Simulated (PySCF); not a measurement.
**MO for M along group 10**

PBE with triple-zeta basis sets in PySCF, for the lowest determinant that a PBE0 search found; no spin–orbit coupling. De refers to high-spin ground-configuration atoms. A positive dipole means M(−)O(+).

```tsv
M	basis	state (unpaired electrons)	Re (Å)	ωe (cm⁻¹)	De (eV)	μ (D)
Ni	def2-TZVPP	triplet (π ↑↑)	1.630	841	n/a	-3.84
Pd	def2-TZVPP	triplet (σ ↑, π ↑)	1.803	669	3.34	-3.75
Pt	x2c-TZVPPall	triplet (π ↑↑)	1.725	858	5.14	-2.28
```

The shortest bond is that of NiO (1.630 Å), the longest that of PdO (1.803 Å).

The rows differ in basis set, which adds steps of its own.

The state changes along the series, so neighbouring rows are not always alike in their bonding.

De is left out where the level can put another filling of the metal’s s and d shells below the measured ground configuration, by anything from nothing to about 1 eV. The metal atom is held in its measured ground configuration; semilocal functionals can put another filling of s and d lower by some tenths of an eV, and De to that atom would be smaller. These are scalar-relativistic numbers at best; spin–orbit coupling would shift them, the dissociation energy most. Counting both spins, an empty level lies below a filled one in some of these solutions, because spin and occupation are held. The state is the lowest single determinant that the PBE0 search found; with open d or f shells the true ground state can be another one.
